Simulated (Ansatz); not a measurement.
Harmonic vibrations of `[SiH3][As]1C[SiH2]1` by finite differences.

```yaml
crystal:
  periodic: [false, false, false]
  atoms:
    - {symbol: Si, position_ang: [-0.973680, 1.584963, 0.171203]}
    - {symbol: As, position_ang: [-0.021396, -0.098643, 1.515419]}
    - {symbol: C, position_ang: [1.431991, -0.582519, 0.144164]}
    - {symbol: Si, position_ang: [-0.050515, -1.616122, -0.225879]}
    - {symbol: H, position_ang: [-2.444306, 1.632695, 0.384086]}
    - {symbol: H, position_ang: [-0.400561, 2.907648, 0.541526]}
    - {symbol: H, position_ang: [-0.691392, 1.345839, -1.271887]}
    - {symbol: H, position_ang: [2.279502, -1.048700, 0.637958]}
    - {symbol: H, position_ang: [1.725544, 0.217261, -0.527731]}
    - {symbol: H, position_ang: [0.021820, -3.054267, 0.116642]}
    - {symbol: H, position_ang: [-0.811607, -1.345153, -1.464899]}
basis:
  gaussian: {orbitals: def2-TZVP}
hamiltonian: {xc: pbe0, dispersion: d4}
phonons: {temperatures: {t_min: 298.15, t_max: 900, t_step: 200}}
```

```sh
$ ansatz run in.yaml --threads 4 --pin off --events-out ev --progress --plain
```

It prints (some lines left out):

```
Functional definition: PBE0
mean field -77732.89752145 eV, -2856.6312946630 hartree, gradient 4.8e-5 eV, S^2 0.000000; 0 other end points of the search recorded, 0 dependent functions left out
mean field -77732.89740891 eV, -2856.6312905271 hartree, gradient 1.5e-6 eV, S^2 0.000000; 0 other end points of the search recorded, 0 dependent functions left out
mean field -77732.89746387 eV, -2856.6312925470 hartree, gradient 1.5e-6 eV, S^2 0.000000; 0 other end points of the search recorded, 0 dependent functions left out
mean field -77732.89748259 eV, -2856.6312932349 hartree, gradient 1.5e-6 eV, S^2 0.000000; 0 other end points of the search recorded, 0 dependent functions left out
mean field -77732.89740896 eV, -2856.6312905292 hartree, gradient 1.5e-6 eV, S^2 0.000000; 0 other end points of the search recorded, 0 dependent functions left out
mean field -77732.89743496 eV, -2856.6312914845 hartree, gradient 1.5e-6 eV, S^2 0.000000; 0 other end points of the search recorded, 0 dependent functions left out
mean field -77732.89744538 eV, -2856.6312918676 hartree, gradient 1.5e-6 eV, S^2 0.000000; 0 other end points of the search recorded, 0 dependent functions left out
mean field -77732.89749372 eV, -2856.6312936440 hartree, gradient 1.5e-6 eV, S^2 0.000000; 0 other end points of the search recorded, 0 dependent functions left out
mean field -77732.89749617 eV, -2856.6312937338 hartree, gradient 1.5e-6 eV, S^2 0.000000; 0 other end points of the search recorded, 0 dependent functions left out
mean field -77732.89747668 eV, -2856.6312930178 hartree, gradient 1.5e-6 eV, S^2 0.000000; 0 other end points of the search recorded, 0 dependent functions left out
mean field -77732.89748371 eV, -2856.6312932760 hartree, gradient 1.5e-6 eV, S^2 0.000000; 0 other end points of the search recorded, 0 dependent functions left out
mean field -77732.89750056 eV, -2856.6312938953 hartree, gradient 1.5e-6 eV, S^2 0.000000; 0 other end points of the search recorded, 0 dependent functions left out
mean field -77732.89743705 eV, -2856.6312915612 hartree, gradient 1.5e-6 eV, S^2 0.000000; 0 other end points of the search recorded, 0 dependent functions left out
mean field -77732.89739656 eV, -2856.6312900731 hartree, gradient 1.5e-6 eV, S^2 0.000000; 0 other end points of the search recorded, 0 dependent functions left out
mean field -77732.89736122 eV, -2856.6312887746 hartree, gradient 1.5e-6 eV, S^2 0.000000; 0 other end points of the search recorded, 0 dependent functions left out
mean field -77732.89738724 eV, -2856.6312897309 hartree, gradient 1.5e-6 eV, S^2 0.000000; 0 other end points of the search recorded, 0 dependent functions left out
mean field -77732.89742616 eV, -2856.6312911611 hartree, gradient 1.5e-6 eV, S^2 0.000000; 0 other end points of the search recorded, 0 dependent functions left out
mean field -77732.89742471 eV, -2856.6312911080 hartree, gradient 1.5e-6 eV, S^2 0.000000; 0 other end points of the search recorded, 0 dependent functions left out
mean field -77732.89743418 eV, -2856.6312914558 hartree, gradient 1.5e-6 eV, S^2 0.000000; 0 other end points of the search recorded, 0 dependent functions left out
mean field -77732.89746761 eV, -2856.6312926843 hartree, gradient 1.5e-6 eV, S^2 0.000000; 0 other end points of the search recorded, 0 dependent functions left out
mean field -77732.89744511 eV, -2856.6312918576 hartree, gradient 1.5e-6 eV, S^2 0.000000; 0 other end points of the search recorded, 0 dependent functions left out
mean field -77732.89739722 eV, -2856.6312900976 hartree, gradient 1.5e-6 eV, S^2 0.000000; 0 other end points of the search recorded, 0 dependent functions left out
mean field -77732.89744376 eV, -2856.6312918079 hartree, gradient 1.5e-6 eV, S^2 0.000000; 0 other end points of the search recorded, 0 dependent functions left out
mean field -77732.89743438 eV, -2856.6312914633 hartree, gradient 1.5e-6 eV, S^2 0.000000; 0 other end points of the search recorded, 0 dependent functions left out
mean field -77732.89745217 eV, -2856.6312921171 hartree, gradient 1.5e-6 eV, S^2 0.000000; 0 other end points of the search recorded, 0 dependent functions left out
mean field -77732.89746289 eV, -2856.6312925110 hartree, gradient 1.5e-6 eV, S^2 0.000000; 0 other end points of the search recorded, 0 dependent functions left out
mean field -77732.89747120 eV, -2856.6312928165 hartree, gradient 1.5e-6 eV, S^2 0.000000; 0 other end points of the search recorded, 0 dependent functions left out
mean field -77732.89752543 eV, -2856.6312948093 hartree, gradient 1.5e-6 eV, S^2 0.000000; 0 other end points of the search recorded, 0 dependent functions left out
mean field -77732.89750564 eV, -2856.6312940819 hartree, gradient 1.5e-6 eV, S^2 0.000000; 0 other end points of the search recorded, 0 dependent functions left out
mean field -77732.89751268 eV, -2856.6312943408 hartree, gradient 1.5e-6 eV, S^2 0.000000; 0 other end points of the search recorded, 0 dependent functions left out
mean field -77732.89751693 eV, -2856.6312944968 hartree, gradient 1.5e-6 eV, S^2 0.000000; 0 other end points of the search recorded, 0 dependent functions left out
mean field -77732.89750665 eV, -2856.6312941192 hartree, gradient 1.5e-6 eV, S^2 0.000000; 0 other end points of the search recorded, 0 dependent functions left out
mean field -77732.89750972 eV, -2856.6312942320 hartree, gradient 1.5e-6 eV, S^2 0.000000; 0 other end points of the search recorded, 0 dependent functions left out
mean field -77732.89749074 eV, -2856.6312935345 hartree, gradient 1.5e-6 eV, S^2 0.000000; 0 other end points of the search recorded, 0 dependent functions left out
mean field -77732.89746354 eV, -2856.6312925349 hartree, gradient 1.5e-6 eV, S^2 0.000000; 0 other end points of the search recorded, 0 dependent functions left out
mean field -77732.89751200 eV, -2856.6312943157 hartree, gradient 1.5e-6 eV, S^2 0.000000; 0 other end points of the search recorded, 0 dependent functions left out
mean field -77732.89751283 eV, -2856.6312943462 hartree, gradient 1.5e-6 eV, S^2 0.000000; 0 other end points of the search recorded, 0 dependent functions left out
mean field -77732.89750561 eV, -2856.6312940809 hartree, gradient 1.5e-6 eV, S^2 0.000000; 0 other end points of the search recorded, 0 dependent functions left out
mean field -77732.89752222 eV, -2856.6312946913 hartree, gradient 1.5e-6 eV, S^2 0.000000; 0 other end points of the search recorded, 0 dependent functions left out
mean field -77732.89752732 eV, -2856.6312948786 hartree, gradient 1.5e-6 eV, S^2 0.000000; 0 other end points of the search recorded, 0 dependent functions left out
mean field -77732.89750077 eV, -2856.6312939028 hartree, gradient 1.5e-6 eV, S^2 0.000000; 0 other end points of the search recorded, 0 dependent functions left out
mean field -77732.89747108 eV, -2856.6312928119 hartree, gradient 1.5e-6 eV, S^2 0.000000; 0 other end points of the search recorded, 0 dependent functions left out
mean field -77732.89746930 eV, -2856.6312927463 hartree, gradient 1.5e-6 eV, S^2 0.000000; 0 other end points of the search recorded, 0 dependent functions left out
mean field -77732.89745759 eV, -2856.6312923161 hartree, gradient 1.5e-6 eV, S^2 0.000000; 0 other end points of the search recorded, 0 dependent functions left out
mean field -77732.89744546 eV, -2856.6312918705 hartree, gradient 1.5e-6 eV, S^2 0.000000; 0 other end points of the search recorded, 0 dependent functions left out
mean field -77732.89749662 eV, -2856.6312937505 hartree, gradient 1.5e-6 eV, S^2 0.000000; 0 other end points of the search recorded, 0 dependent functions left out
mean field -77732.89748989 eV, -2856.6312935029 hartree, gradient 1.5e-6 eV, S^2 0.000000; 0 other end points of the search recorded, 0 dependent functions left out
mean field -77732.89748551 eV, -2856.6312933422 hartree, gradient 1.5e-6 eV, S^2 0.000000; 0 other end points of the search recorded, 0 dependent functions left out
mean field -77732.89749516 eV, -2856.6312936968 hartree, gradient 1.5e-6 eV, S^2 0.000000; 0 other end points of the search recorded, 0 dependent functions left out
mean field -77732.89751483 eV, -2856.6312944197 hartree, gradient 1.5e-6 eV, S^2 0.000000; 0 other end points of the search recorded, 0 dependent functions left out
mean field -77732.89749032 eV, -2856.6312935188 hartree, gradient 1.5e-6 eV, S^2 0.000000; 0 other end points of the search recorded, 0 dependent functions left out
mean field -77732.89745315 eV, -2856.6312921531 hartree, gradient 1.5e-6 eV, S^2 0.000000; 0 other end points of the search recorded, 0 dependent functions left out
mean field -77732.89746174 eV, -2856.6312924687 hartree, gradient 1.5e-6 eV, S^2 0.000000; 0 other end points of the search recorded, 0 dependent functions left out
mean field -77732.89747793 eV, -2856.6312930638 hartree, gradient 1.5e-6 eV, S^2 0.000000; 0 other end points of the search recorded, 0 dependent functions left out
mean field -77732.89747223 eV, -2856.6312928543 hartree, gradient 1.5e-6 eV, S^2 0.000000; 0 other end points of the search recorded, 0 dependent functions left out
mean field -77732.89751468 eV, -2856.6312944142 hartree, gradient 1.5e-6 eV, S^2 0.000000; 0 other end points of the search recorded, 0 dependent functions left out
mean field -77732.89751793 eV, -2856.6312945336 hartree, gradient 1.5e-6 eV, S^2 0.000000; 0 other end points of the search recorded, 0 dependent functions left out
mean field -77732.89745628 eV, -2856.6312922680 hartree, gradient 1.5e-6 eV, S^2 0.000000; 0 other end points of the search recorded, 0 dependent functions left out
mean field -77732.89747891 eV, -2856.6312930996 hartree, gradient 1.5e-6 eV, S^2 0.000000; 0 other end points of the search recorded, 0 dependent functions left out
mean field -77732.89751161 eV, -2856.6312943012 hartree, gradient 1.5e-6 eV, S^2 0.000000; 0 other end points of the search recorded, 0 dependent functions left out
mean field -77732.89751476 eV, -2856.6312944170 hartree, gradient 1.5e-6 eV, S^2 0.000000; 0 other end points of the search recorded, 0 dependent functions left out
mean field -77732.89750022 eV, -2856.6312938826 hartree, gradient 1.5e-6 eV, S^2 0.000000; 0 other end points of the search recorded, 0 dependent functions left out
mean field -77732.89750608 eV, -2856.6312940979 hartree, gradient 1.5e-6 eV, S^2 0.000000; 0 other end points of the search recorded, 0 dependent functions left out
mean field -77732.89749812 eV, -2856.6312938057 hartree, gradient 1.5e-6 eV, S^2 0.000000; 0 other end points of the search recorded, 0 dependent functions left out
mean field -77732.89752835 eV, -2856.6312949165 hartree, gradient 1.5e-6 eV, S^2 0.000000; 0 other end points of the search recorded, 0 dependent functions left out
mean field -77732.89747280 eV, -2856.6312928750 hartree, gradient 1.5e-6 eV, S^2 0.000000; 0 other end points of the search recorded, 0 dependent functions left out
mean field -77732.89748822 eV, -2856.6312934419 hartree, gradient 1.5e-6 eV, S^2 0.000000; 0 other end points of the search recorded, 0 dependent functions left out
Total energy: -77733.16680731 eV, -2856.6411907356 hartree
Atom 0 at    -0.973680     1.584963     0.171203 Å, force    -0.001058    -0.001618    -0.001821 eV/Å
Atom 1 at    -0.021396    -0.098643     1.515419 Å, force    -0.002814     0.000016     0.001908 eV/Å
Atom 2 at     1.431991    -0.582519     0.144164 Å, force    -0.003950    -0.004586    -0.001607 eV/Å
Atom 3 at    -0.050515    -1.616122    -0.225879 Å, force     0.003921     0.004451    -0.000887 eV/Å
Atom 4 at    -2.444306     1.632695     0.384086 Å, force     0.001533    -0.000223    -0.000586 eV/Å
Atom 5 at    -0.400561     2.907648     0.541526 Å, force     0.001296     0.000964     0.000198 eV/Å
Atom 6 at    -0.691392     1.345839    -1.271887 Å, force    -0.000386    -0.000247     0.002439 eV/Å
Atom 7 at     2.279502    -1.048700     0.637958 Å, force     0.000034     0.002076    -0.002063 eV/Å
Atom 8 at     1.725544     0.217261    -0.527731 Å, force     0.001446     0.000070     0.000846 eV/Å
Atom 9 at     0.021820    -3.054267     0.116642 Å, force     0.000046    -0.000182     0.000744 eV/Å
Atom 10 at    -0.811607    -1.345153    -1.464899 Å, force    -0.000068    -0.000722     0.000829 eV/Å
Dipole moment:     0.098583    -0.091219    -0.155374 e Å
Vibrations: 94.49 132.51 162.22 361.08 385.12 455.04 495.69 498.45 551.77 574.47 644.20 764.71 773.63 877.64 890.34 921.68 933.20 937.97 947.89 1389.08 2201.15 2215.29 2227.34 2246.71 2267.95 3136.31 3221.36 cm⁻¹, zero-point energy 1.878813 eV
```

Hardware: 4 threads of a server CPU on a shared host. Wall time 2.7 min, peak host memory 0.62 GiB.
